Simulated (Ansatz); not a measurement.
Compare A (`NC1N[SiH2]1`) with its isomer B (`N=C[SiH2]N`).

Program: Ansatz. Geometries: PBE0-D4/def2-TZVP. ΔE: electronic, gas phase. CBS: MP2 limit from def2 TZ/QZ plus the TZ coupled-cluster correction, frozen cores. DFT in def2-TZVPP. One conformer a species, not always the lowest.

Problem. Which is lower in electronic energy at CCSD(T)/CBS, and by how much? (An estimate is asked.)

Solution. Computed: B, by 27.5 kcal/mol.

Problem. Give E(B) − E(A) in kcal/mol with CCSD/def2-TZVPP, BLYP-D4, r2SCAN-D4, B2PLYP, CCSD(T)/def2-TZVPP, PBE0-D4, LDA (SPW92). (Estimate.)

Solution. Computed: CCSD/def2-TZVPP -28.8, BLYP-D4 -28.6, r2SCAN-D4 -24.4, B2PLYP -28.2, CCSD(T)/def2-TZVPP -28.2, PBE0-D4 -22.7, LDA (SPW92) -15.8. None reverses the order clearly.

Problem. Does the order hold for the free energy at 298.15 K (harmonic terms from PBE0-D4)? (Estimate.)

Solution. The calculation gave: Yes: G(B) − G(A) = -30.3 kcal/mol, for one conformer each.

Largest T1 diagnostic: 0.012.

Leaving LDA and LC-ωPBE aside and taking each functional with its dispersion term where it has one, the values, not all of them listed here, spread over 6.9 kcal/mol, from BHLYP-D4 to PBE-D4. LDA lies +6.6 kcal/mol from PBE without D4. In def2-TZVPP, CCSD(T) changes the Hartree–Fock value by +6.9 kcal/mol (the triples alone add +0.6 kcal/mol) and MP2 by +9.2 kcal/mol.
